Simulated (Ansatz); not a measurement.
Input for Ansatz (a first-principles code): R-B3LYP/def2-TZVPP on GeH6Si (SMILES [SiH3][GeH3]), a point of a bond scan (R = 2.388 Å).

Ansatz 0.2 input:
```yaml
crystal:
  periodic: [false, false, false]
  atoms:
    - {symbol: Si, position_ang: [-1.60407886, -0.12828814, 0.02054821]}
    - {symbol: Ge, position_ang: [0.77595262, 0.06205775, -0.00993993]}
    - {symbol: H, position_ang: [-2.17715491, 0.81800631, 1.00694953]}
    - {symbol: H, position_ang: [-1.99904053, -1.50734552, 0.39348646]}
    - {symbol: H, position_ang: [-2.15616106, 0.18290136, -1.31931867]}
    - {symbol: H, position_ang: [1.20409903, 1.48977141, -0.39586258]}
    - {symbol: H, position_ang: [1.38829419, -0.91496737, -1.03026913]}
    - {symbol: H, position_ang: [1.36658362, -0.25818009, 1.37541731]}
basis:
  gaussian:
    orbitals: def2-TZVPP
    pivot_positions_ang: [[-1.60407886, -0.12828814, 0.02054821], [0.77595262, 0.06205775, -0.00993993], [-2.17715491, 0.81800631, 1.00694953], [-1.99904053, -1.50734552, 0.39348646], [-2.15616106, 0.18290136, -1.31931867], [1.20409903, 1.48977141, -0.39586258], [1.38829419, -0.91496737, -1.03026913], [1.36658362, -0.25818009, 1.37541731]]
hamiltonian:
  xc: {name: B3LYP}
scf: {lower_state_search: off}
output: {orbitals: {seedname: ./end}}
```

Q: Give the final energy of this run.

A: -2370.1754 hartree.
